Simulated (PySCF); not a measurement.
PySCF input:

```python
from pyscf import gto, scf, mp, cc as ccmod

mol = gto.M(
    atom='''
    C    -2.26163585    0.00599580   -0.66659812
    C    -1.17511488   -0.64352927   -0.18132495
    C     0.15782241   -0.30518451   -0.68231791
    Cl    1.36016912    0.48665590    0.66472698
    H    -3.17727422   -0.46858680   -0.24822704
    H    -1.17630929   -1.47493574    0.54328746
    H     0.11424523    0.46980119   -1.44108610
    H     0.79003334   -1.14312096   -0.97288706
    ''',
    basis='cc-pvdz',
    charge=-1,
    spin=0,
    verbose=4,
)

mf = scf.RHF(mol)
mf.conv_tol = 1e-10
mf.max_cycle = 100
mf.kernel()
mp2 = mp.MP2(mf, frozen=8).run()
cc = ccmod.CCSD(mf, frozen=8)
cc.max_cycle = 100
cc.kernel()
et = cc.ccsd_t()
print(f'E(CCSD(T)) = {cc.e_tot + et:.9f}')
```

Question: Which total energy does the run end on?

Answer: -575.95228 Eh (CCSD(T)/cc-pVDZ).

It need not be the lowest isomer of its formula. Whether it binds its extra electron was not tested at this geometry.
